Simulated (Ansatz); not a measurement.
Reaction (redistribution): `N[Si](O)(F)Cl` + `[SiH3]B1CN1` → `N[Si](F)([SiH3])Cl` + `OB1CN1`

Isolated molecules relaxed with PBE0-D4/def2-TZVP in Ansatz; ΔE leaves out vibrations. CBS: MP2 limit from def2 TZ/QZ plus the TZ coupled-cluster correction, frozen cores. Functionals use def2-TZVPP. B3LYP here is the variant with VWN-RPA as its local correlation; programs differ in this. HSE06 is defined as in plane-wave codes. One conformer a species, not always the lowest.

`N[Si](O)(F)Cl`:

Z-matrix (Å, degrees):
```
Si
O 1 1.622
F 1 1.583 2 103.4
N 1 1.687 2 111.9 3 124.3
Cl 1 2.038 2 113.3 3 -115.0
H 2 0.958 1 117.0 3 -178.2
H 4 1.006 1 120.7 2 156.7
H 4 1.007 1 120.9 2 -52.9
```

`[SiH3]B1CN1`:

```xyz
10

Si    0.245    1.096    1.437
B     0.029   -0.142   -0.102
C    -0.622   -0.615   -1.456
N     0.436   -1.274   -0.702
H     0.648    2.442    0.944
H    -1.052    1.240    2.154
H     1.269    0.628    2.411
H    -1.594   -1.107   -1.472
H    -0.341   -0.162   -2.405
H     0.984   -2.107   -0.809
```

`N[Si](F)([SiH3])Cl`:

```xyz
10

N     0.182    1.741    0.416
Si   -0.710    0.381   -0.061
F    -1.964    0.303    0.920
Si    0.587   -1.560   -0.003
Cl   -1.543    0.527   -1.945
H    -0.281    2.612    0.625
H     1.110    1.893    0.055
H     1.812   -1.324   -0.814
H    -0.176   -2.692   -0.586
H     0.983   -1.881    1.392
```

`OB1CN1`:

Z-matrix (Å, degrees):
```
C
B 1 1.543
N 1 1.492 2 53.2
H 1 1.092 2 119.3 3 -103.3
H 1 1.089 2 124.7 3 97.6
O 2 1.348 1 155.1 3 174.5
H 3 1.003 1 129.2 2 -145.6
H 6 0.959 2 112.8 1 10.8
```

```tsv
level	ΔE (kJ/mol)	difference from CCSD(T)/CBS
PBE-D4	7.0	-20.1
revPBE-D4	9.0	-18.1
BLYP-D4	10.7	-16.4
r2SCAN-D4	20.0	-7.1
B97M-V	19.8	-7.3
B3LYP-D4	15.3	-11.8
r2SCANh-D4	20.9	-6.2
r2SCAN0-D4	22.2	-4.9
HSE06-D4	13.0	-14.1
BHLYP-D4	20.4	-6.7
ωB97X-V	20.5	-6.6
ωB97M-V	23.1	-4.0
B2PLYP	22.4	-4.7
PBE-QIDH	23.2	-3.9
PBE	7.9	-19.2
revPBE	7.3	-19.8
BLYP	11.7	-15.4
r2SCAN	20.3	-6.8
PBE0	14.2	-12.9
B3LYP	16.7	-10.4
r2SCANh	21.3	-5.8
r2SCAN0	22.6	-4.5
HSE06	14.0	-13.1
BHLYP	22.9	-4.2
LC-ωPBE	20.8	-6.3
RPA@PBE/def2-TZVPP	27.2	0.1
HF/def2-SVP	5.8	-21.3
MP2/def2-SVP	8.6	-18.5
CCSD/def2-SVP	6.9	-20.2
CCSD(T)/def2-SVP	5.9	-21.2
HF/def2-TZVPP	27.0	-0.1
MP2/def2-TZVPP	29.9	2.8
SCS-MP2/def2-TZVPP	29.9	2.8
CCSD(T)/def2-TZVPP	27.2	0.1
HF/def2-QZVPP	27.5	0.4
MP2/def2-QZVPP	30.0	2.9
SCS-MP2/def2-QZVPP	29.7	2.6
HF/CBS(def2)	27.6	0.5
MP2/CBS(def2)	29.7	2.6
CCSD/CBS(def2)	27.6	0.5
CCSD(T)/CBS	27.1	0
```

**Question.** What do rigid-rotor, harmonic-oscillator terms from PBE0-D4/def2-TZVP frequencies (298.15 K, 1 bar) make of the CCSD(T)/CBS value? (An estimate is asked.)

**Answer.** Computed: ΔZPE = +0.7 kJ/mol, ΔH = +28.0 kJ/mol, ΔS = 1 J/(mol·K), ΔG = +27.7 kJ/mol.

Largest T1 diagnostic among the species: 0.014.

Leaving LDA and LC-ωPBE aside and taking each functional with its dispersion term where it has one, the values spread over 16.1 kJ/mol, from PBE-D4 to PBE-QIDH. At CCSD(T), def2-SVP lies −21.2 kJ/mol from the extrapolated value and def2-TZVPP +0.1 kJ/mol. From BLYP to BHLYP (50 % exact exchange), in def2-TZVPP and without D4, ΔE moves by +11.2 kJ/mol.
